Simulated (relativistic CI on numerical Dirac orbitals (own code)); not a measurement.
# Te19+: sensitivity of the levels to the model

Base calculation: Dirac-Coulomb-Breit CI, separate exchange-only KLI orbitals for each configuration, QED by a radiative potential, unscaled Slater integrals.

Configurations in the expansion (outside the closed core [Ar] 3d10): 4s2 4p3, 4s 4p4, 4p5, 4s2 4p2 4d, 4s 4p3 4d, 4s2 4p2 4f, 4s 4p3 4f, 4p4 4d, 4s 4p2 4d2, 4s2 4p 4d 4f, 4p4 4f, 4s2 4p2 5s, 4s2 4p2 5p, 4p4 5s, 4s 4p2 4d 5s, 4s 4p3 5s, 4p3 4d 4f, 4s2 4p2 5d, 4s2 4p 4f 5s, 4s 4p3 5p, 4s 4p2 4f2, 4s2 4p2 5f, 4s2 4p2 5g, 4s 4p3 5d, 4s2 4p2 6s, 4s2 4p2 6p, 4s 4p2 5s2, 4s2 4p 4d2, 4s2 4d3, 4s 4p 4d3, 4s2 4d2 4f, 4s 4p 4d2 4f, 4s2 4d2 5s, 4p3 4d2, 4p2 4d3, 4p2 4d2 4f, 4p2 4d2 5s, 4s2 4p 4f2, 4s2 4d 4f2, 4s 4p 4d 4f2, 4s2 4f3, 4s 4p 4f3, 4s2 4f2 5s, 4p3 4f2, 4p2 4d 4f2, 4p2 4f3, 4p2 4f2 5s, 4s2 4p 4d 5s, 4s 4p 4d2 5s, 4s2 4d 4f 5s, 4s 4p 4d 4f 5s, 4s2 4d 5s2, 4s 4p2 4d 4f, 4p3 4d 5s, 4p2 4d 4f 5s, 4p2 4d 5s2, 4s2 4p 5s2, 4s 4p 4d 5s2, 4s2 4f 5s2, 4s 4p 4f 5s2, 4s 4p2 4f 5s, 4s 4p 4f2 5s. Double excitations out of closed p, d and f shells are left out; levels of such configurations are missing from the list, as are those of other unlisted configurations, and high levels can miss mixing partners. These lack a partner that the ground configuration has and come out too high: 4s2 4p2 5p, 4s2 4p2 5d, 4s 4p3 5p, 4s2 4p2 5f, 4s2 4p2 5g.

Variants: (1) P86 correlation estimate; (2) configuration mixing switched off; (3) Breit term removed. Shifts of the energy above 4s2 4p3 4S°_3/2, in cm⁻¹, for the lowest level and the first level of each name with at least 55 % of one term (blank where a level changes its place among those of its configuration and J or its character, or is not in the variant):

```tsv
Level	Base	Δ(1)	Δ(2)	Δ(3)
4s2 4p3 4S°_3/2	0	0	0	0
4s2 4p3 2D°_5/2	107393	+20	+2439	+1411
4s2 4p3 2P°_1/2	139483	+11	+5048	+1324
4s2 4p3 2P°_3/2	222851	+16	+5150	+2721
4s 4p4 4P_5/2	449710	+539	+12824	+116
4s 4p4 4P_3/2	503312	+562	+19865	+551
4s 4p4 4P_1/2	509043	+544	+15216	+432
4s 4p4 2D_5/2	592749	+591	+37163	+1595
4s2 4p2 4d 2F_5/2	710317	+1023	-2431	+2561
4s2 4p2 4d 4D_1/2	715112	+934	-2753	+2496
4s2 4p2 4d 4F_7/2	724252	+1023	-3547	+2960
4s2 4p2 4d 4D_3/2	729411	+962		+2470
4s2 4p2 4d 4F_9/2	750956	+1029	-2672	+3439
4s2 4p2 4d 2G_7/2	797569	+1043	+430	+3384
4s2 4p2 4d 2D_3/2	832790	+1031	-1135	+3033
4s2 4p2 4d 2D_5/2	852757	+1049	-1613	+2866
4s2 4p2 4d 2G_9/2	853604	+1042	-122	+4583
4p5 2P°_3/2	1012387	+1145	+85919	+504
4s 4p3 4d 6D°_1/2	1044202	+1442	-18912	+1515
4s 4p3 4d 6D°_5/2	1046600	+1448	-17473	+1647
4s 4p3 4d 6D°_3/2	1046765	+1439	-19364	+1612
4s 4p3 4d 6D°_7/2	1049671	+1458	-16964	+1872
```

At this charge energies of transitions that change n are usually good to better than 1 %, and those within a shell (Δn = 0) to a few per cent.

Ionisation energy from the two ground configurations alone: base 554.823 eV; P86 correlation estimate 556.396 eV; Breit term removed 555.111 eV. The NIST ASD value (theoretical) is 555 eV.

LS names give the leading component of a level, which can be under half, so a name can repeat, a term be missing and a line seem to break the LS rules.
